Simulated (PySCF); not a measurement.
## Electron correlation in F³⁺ (fluorine, charge +3)

[He] 2s2 2p2, high-spin 3P determinant. Calculation: PySCF 2.14, in aug-cc-pVTZ; no relativity, point nucleus. Frozen: 1s2; 4 electrons correlated.

MP2 pair energies summed by pair of shells (mhartree):

```tsv
pair	energy	share (%)
2s-2p	-47.06	60.0
2s-2s	-23.75	30.3
2p-2p	-7.67	9.8
```

Total MP2 correlation energy: -78.48 mhartree.

Same-spin part -13.24 and opposite-spin part -65.24 mhartree; SCS-MP2 scales them by 1/3 and 6/5 to -82.70 mhartree.
